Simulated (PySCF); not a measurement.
**B⁺ (boron, charge +1): PBE calculation**

Configuration: [He] 2s2, closed-shell 1S. Computed with PySCF 2.14 in x2c-SVPall, with scalar relativity by spin-free X2C-1e.

```json
{
  "Total energy": "-24.2673 hartree",
  "One-electron energy": "-30.3188 hartree",
  "Hartree (Coulomb) energy": "9.5943 hartree",
  "Exchange-correlation energy": "-3.5428 hartree",
  "⟨S²⟩": "0.0000",
  "⟨L²⟩": "0.000",
  "Sum of ⟨r⟩": "4.264 bohr",
  "Sum of ⟨r²⟩": "7.978 bohr²",
  "Langevin diamagnetic susceptibility": "-6.32 ×10⁻⁶ cm³/mol",
  "Time after the integrals": "0.08 s of wall time on 1 thread of Intel(R) Xeon(R) Platinum 8259CL CPU @ 2.50GHz (shared host)"
}
```

| shell | electrons | mean orbital energy (hartree) | rms radius, mean of both spins (bohr) |
| --- | --- | --- | --- |
| 1s | 2 | -7.11600 | 0.383 |
| 2s | 2 | -0.71263 | 1.96 |
